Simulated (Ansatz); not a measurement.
`C[Si](O)(O)O` + `C[O][Al]([F])[Cl]` → `O[Si](O)(O)[O][Al]([F])[Cl]` + ethane  (formal exchange of groups at the Si–C bond)

Isolated molecules relaxed with PBE0-D4/def2-TZVP in Ansatz; ΔE leaves out vibrations. CCSD(T)/CBS is the MP2 limit (def2-TZVPP, def2-QZVPP) plus CCSD(T) − MP2 in def2-TZVPP, frozen cores. This one scheme is used for every species. DFT in def2-TZVPP. One conformer a species, not always the lowest.

Problem. Is it downhill or uphill in electronic energy at CCSD(T)/CBS, and by how much? (Best estimate.)

Solution. Ansatz gave: Downhill: ΔE = -192.1 kJ/mol.

Problem. What do these levels give: PBE-D4, LC-ωPBE, HF/def2-SVP, CCSD(T)/def2-TZVPP, HF/def2-QZVPP, HF/CBS(def2)? (Estimate.)

Solution. The calculation gave: PBE-D4 -172.5, LC-ωPBE -183.1, HF/def2-SVP -194.4, CCSD(T)/def2-TZVPP -191.6, HF/def2-QZVPP -205.7, HF/CBS(def2) -206.0 kJ/mol.

Largest T1 diagnostic among the species: 0.011.

From BLYP to BHLYP (50 % exact exchange), in def2-TZVPP and without D4, ΔE moves by −18.6 kJ/mol. At CCSD(T), def2-SVP lies +4.9 kJ/mol from the extrapolated value and def2-TZVPP +0.5 kJ/mol. Leaving LDA and LC-ωPBE aside and taking each functional with its dispersion term where it has one, the values, not all of them listed here, spread over 24.1 kJ/mol, from BHLYP-D4 to PBE-D4.
